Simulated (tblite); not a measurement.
Species: C3H3F2NSi.
SMILES: `N#C[C@@]1(F)[SiH2][C@H]1F`

Level: GFN2-xTB in tblite, geometry and Hessian alike; calculated harmonic values, unscaled, isolated species. Against measured fundamentals such values can be off by several per cent, at times by over 20. Modes of hydrogen on silicon can be 10 to 20 % off.

Harmonic wavenumbers (cm⁻¹): 97.2, 121.0, 196.7, 240.7, 303.1, 347.4, 433.7, 455.8, 495.9, 518.8, 586.6, 611.6, 673.7, 700.3, 778.9, 969.4, 1056.5, 1121.1, 1207.2, 1261.0, 2371.1, 2421.7, 2454.8, 2993.9.

A = 2543, B = 1951, C = 1623 MHz; mass 119.000 u (most abundant isotopes); point group C1, symmetry number 1.

Zero-point energy?

½Σν̃ = 11209 cm⁻¹ = 32.05 kcal/mol.

Entropy at 298.15 K, 1 bar (ideal gas, RRHO, classical rotation)?

Translation 40.26, rotation 28.08, vibration 18.12: S = 86.5 cal/(mol K).

And Cp and H(298.15 K) − H(0)?

Cp = 29.75 cal/(mol K), of which vibrations give 21.80 (their classical limit is 24 R = 47.7); H(298.15 K) − H(0) = 5.52 kcal/mol without the zero-point energy, 3.15 from vibrations.

What must be added to the electronic energy to get the Gibbs energy at 298.15 K and 1 bar?

ZPE + [H(298.15 K) − H(0)] − T·S = 32.05 + 5.52 − 25.78 = 11.79 kcal/mol.

Blend soft modes into free rotors: weight 1/[1 + (100 cm⁻¹/ν̃)⁴] for the oscillator and the rest for a rotor with moment μB/(μ + B), μ = h/(8π²ν), B = 10⁻⁴⁴ kg m². What vibrational entropy results?

17.68 cal/(mol K) in place of 18.12, which changes −T·S at 298.15 K by +0.13 kcal/mol.

Which modes carry the vibrational entropy at 298.15 K?

97.2 cm⁻¹: 3.51; 121.0 cm⁻¹: 3.08; 196.7 cm⁻¹: 2.16; 240.7 cm⁻¹: 1.80; 303.1 cm⁻¹: 1.40; 347.4 cm⁻¹: 1.18 cal/(mol K); the other 18 give 4.99 together.

Hindered rotation and anharmonicity are outside this model. The structure is chiral; the term R ln 2 for an equal mix with its mirror image is left out.

Time: 0.46 s wall. Hardware: Intel Xeon Platinum 8259CL at 2.50 GHz, one thread, no GPU, shared host. The figure is for the frequency step alone.
